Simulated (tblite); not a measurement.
C4H12O2Si (SMILES CO[Si](C)(C)OC), singlet, at a GFN2-xTB geometry; GFN1-xTB in tblite.

The tblite input:
```
$ tblite run mol.xyz --method gfn1 --charge 0 --spin 0 --json tblite.json --no-restart

# file mol.xyz
19

C     -2.04448569    -1.42504237     0.50157321
O     -0.72766379    -0.96783355     0.60420261
Si    -0.03861108     0.32829990    -0.12649543
C     -0.79130443     1.98119988     0.41820792
C     -0.12304275     0.11850811    -2.02416713
O      1.47789858     0.38302498     0.45039361
C      2.43946984    -0.63436435     0.46225328
H     -2.14167265    -2.30788577     1.13463031
H     -2.28601463    -1.69261196    -0.52988191
H     -2.74855078    -0.66103992     0.83931906
H     -1.81913215     2.06843940     0.07965383
H     -0.24124933     2.82357068     0.01536447
H     -0.78920165     2.07462366     1.49947239
H      0.23206785    -0.86394160    -2.32751030
H      0.48841885     0.85714329    -2.53312402
H     -1.13675836     0.22640459    -2.39953033
H      3.26653155    -0.30236234     1.09086386
H      2.02211084    -1.55768690     0.86642662
H      2.80830569    -0.82419060    -0.54872151
```

The log (banner, timings and long lists left out):

```
xTB calculator
 | screened Coulomb repulsion
 | Coulomb electrostatics
 |  * isotropic Klopman-Ohno-Mataga-Nishimoto electrostatics
 |  * onsite third-order electrostatics
 | DFT-D3(BJ) dispersion correction

halogen bonding energy    0.0000000000000E+00 Eh
repulsion energy          2.7378612525771E-01 Eh
dispersion energy        -7.2752686018417E-03 Eh
number of electrons       4.4000000000000E+01 e
integral cutoff           2.8146159136829E+01 bohr

------------------------------------------------------------
  cycle        total energy    energy error   density error
------------------------------------------------------------
      1     -26.08922652051  -2.6355737E+01   5.9333127E-01
      2     -26.31057191975  -2.2134540E-01   3.3331224E-01
      3     -26.30984257179   7.2934796E-04   9.4880465E-02
      4     -26.31217065579  -2.3280840E-03   2.2468699E-02
      5     -26.31512942705  -2.9587713E-03   5.2874843E-03
      6     -26.31526657738  -1.3715033E-04   2.6369154E-03
      7     -26.31530790972  -4.1332340E-05   6.7561287E-04
      8     -26.31531011661  -2.2068916E-06   2.5430215E-04
      9     -26.31531054369  -4.2707294E-07   7.3057260E-06
------------------------------------------------------------

electronic energy        -2.6581821400343E+01 Eh
total energy             -2.6315310543687E+01 Eh

Post processing:
 | Mayer-Wiberg bond orders

[Info] JSON dump of results written to 'tblite.json'
```
